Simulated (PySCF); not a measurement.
Gas-phase reaction: C2F5 + CF4 = 3 CF3

Energies from PySCF, thermal terms from the rigid-rotor harmonic-oscillator model, ideal gas at 1 bar. † marks an energy on the PBE0/def2-TZVP geometry and frequencies; other levels use their own. MP2 freezes the core. Open shells (unrestricted): C2F5 (multiplicity 2), CF3 (multiplicity 2); the rest are closed-shell singlets. B3LYP is the form with VWN-RPA correlation. C2F5: computed as isolated molecules; such fragments, hydroxides, amides, oligomers or adducts are transient or little studied in the gas. MP2 isn't extrapolated to the basis-set limit; its ΔH°(298 K) is 431.9 kJ in def2-SVP and 429.2 kJ in def2-TZVPP. The harmonic model lacks anharmonicity and excited electronic states, which grow with temperature; levels with a mode under 35 cm⁻¹ are left out. Internal rotation in C2F5 is treated as a harmonic vibration of one conformer, which makes the entropy rough.

```
level               ΔE electronic, kJ  ΔH°(298 K), kJ  ΔS°(298 K), J/K  ΔG°(600 K), kJ
------------------  -----------------  --------------  ---------------  --------------
B3LYP/def2-TZVP†                  393             383              191             269
M06-2X/def2-TZVP†                 433             423              191             309
MP2/def2-TZVPP†                   439             429              191             315
PBE0/def2-QZVP†                   407             397              191             283
PBE0/def2-TZVP                    410             400              191             286
LDA/def2-TZVP†                    480             470              191             356
ωB97M-V/def2-TZVP†                447             437              191             323
```
ΔH° is lowest at B3LYP/def2-TZVP† and highest at LDA/def2-TZVP†. No reference value is set beside these.
